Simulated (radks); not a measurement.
Results of a calculation; reference values are marked as such.
Task: These are the eigenvalues of the occupied orbitals of an atom or ion with whole-number occupations (eV). Code: a radial shooting solver on a logarithmic mesh with Libxc functionals. Model: Dirac Kohn-Sham, PBE, spin-unpolarised, spherical densities, finite nucleus; Fermi nuclear charge, rms radius of each element as measured or else 0.836 A^(1/3) + 0.57 fm.

| orbital | eigenvalue |
|---|---|
| 1s1/2 | -400.8405 |
| 2s1/2 | -31.6490 |
| 2p1/2 | -19.8911 |
| 6f5/2 | -0.2844 |

Which element is it, and in what charge state? The configuration may be excited. Open shells, if any, fill j = l - 1/2 first.

Result: Z = 7, nitrogen, charge 0: N in [He] 2s2 2p2 6f1. The list shows which subshells hold electrons but not how many an open one holds; the 1s level, -14.731 hartree, gives Z - s = 5.4 by -(Z - s)^2/2, which with screening and relativity narrows Z to a few neighbours, and the depths of the outer levels then fix element, charge and occupations together.
